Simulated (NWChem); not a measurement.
Molecule: CdBrCl; SMILES [Cl][Cd][Br]

Program: NWChem. The geometry was optimised at PBE0/def2-SVP. def2 effective core potentials on Cd; no spin-orbit coupling. Level M06-2X/def2-SVP: energy and gradient on several grids; changes count from the extra-fine grid, which is no exact limit either.

**Question.** Which is the coarsest grid (xcoarse; coarse; xfine; medium; fine) from which on the energy stays within 500 μHa and each gradient component within 500 μHa/bohr of xfine?

**Answer.** coarse.
```json
[
 {"grid": "xcoarse", "size of the energy change (μHa)": "4000", "largest change of a gradient component (μHa/bohr)": "300"},
 {"grid": "coarse", "size of the energy change (μHa)": "20", "largest change of a gradient component (μHa/bohr)": "< 30"},
 {"grid": "medium", "size of the energy change (μHa)": "< 10", "largest change of a gradient component (μHa/bohr)": "< 30"},
 {"grid": "fine", "size of the energy change (μHa)": "< 10", "largest change of a gradient component (μHa/bohr)": "< 30"},
 {"grid": "xfine", "size of the energy change (μHa)": "< 10", "largest change of a gradient component (μHa/bohr)": "< 30"}
]
```
